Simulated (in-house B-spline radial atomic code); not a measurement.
RPA and G0W0 on r2SCAN0: Te⁴⁰⁺

Configuration [Ne] 3s2, mean-field start r2SCAN0. Computed with an all-electron radial atomic-structure program (B-spline basis): all electrons, non-relativistic, point nucleus, each spin shell either full or empty, empty states to l = 9 with an (l + 1/2)⁻⁴ tail; G0W0 by contour deformation at full frequency.

Without relativity these are model numbers: it shifts the levels of so heavy an element strongly and can reorder them.

Command:
```bash
python run_gw.py task.json out
```
Settings (radii: box in bohr, nucleus in fm):
```
Z                        52
electrons                12
configuration            [Ne] 3s2
hamiltonian              nr
method                   r2scan0
lmax                     9
spin_polarised           False
box_radius               2.47
intervals                46
ion_configuration        [Ne] 3s1
```

Run time, properties included: 2.9 s on 1 thread of Arm Neoverse N1, with other jobs on the host.

Energies (hartree):

```
                                     term        value
                         mean-field total  -5180.79410
Hartree-Fock functional on these orbitals  -5180.38321
                      direct second order      -1.1002
                    second-order exchange      0.42991
                         SOSEX correction      0.38321
```

Question: What is the RPA correlation energy, and what remains with SOSEX?

Answer: RPA gives -0.99271 hartree (-2.25 eV per electron); RPA + SOSEX gives -0.6095, and the second-order doubles -0.67025 hartree (no singles). RPA lacks exchange-type terms and so overcorrelates at short range.

Quasi-particle levels (eV):

| level | occupied | mean field | Σx - vxc | Σc | QP weight | G0W0 |
| --- | --- | --- | --- | --- | --- | --- |
| 3s | yes | -2834.44 | -20.68 | ? | ? | ? |
| 2p | yes | -6720.02 | -72.62 | 4.26 | 0.994 | -6788.38 |
| 2s | yes | -6975.76 | -89.06 | -1.83 | 0.962 | -7066.65 |
| 1s | yes | -33053.68 | -241.32 | 25.05 | 0.993 | -33269.95 |
| 3p | no | -2727.22 | 27.48 | -3.77 | 0.977 | -2703.51 |

G0W0 = mean field + (Σx - vxc) + Σc, with Σc (partial-wave tail included) taken at the quasi-particle energy.

Question: Where does G0W0 put 3s?

Answer: At -2862.20 eV, with Σc = -7.08 eV and a quasi-particle weight of 0.979. The tabulated removal energy is 2954 ± 4 eV (NIST, tabulated theory); the calculation leaves out relativity, Breit and QED terms, and what these don't explain is the method's own error.

Question: What does it cost to remove one electron (to [Ne] 3s1) by differences of total energies, each species on its own start (correlation terms add to the Hartree-Fock functional)?

Answer: r2SCAN0 2855.32 eV, Hartree-Fock functional 2854.90 eV, + RPA 2861.44 eV, + RPA + SOSEX 2859.57 eV, + second order 2860.88 eV. Tabulated: 2954 ± 4 eV (NIST, tabulated theory); the calculation leaves out relativity, Breit and QED terms, and what these don't explain is the method's own error.
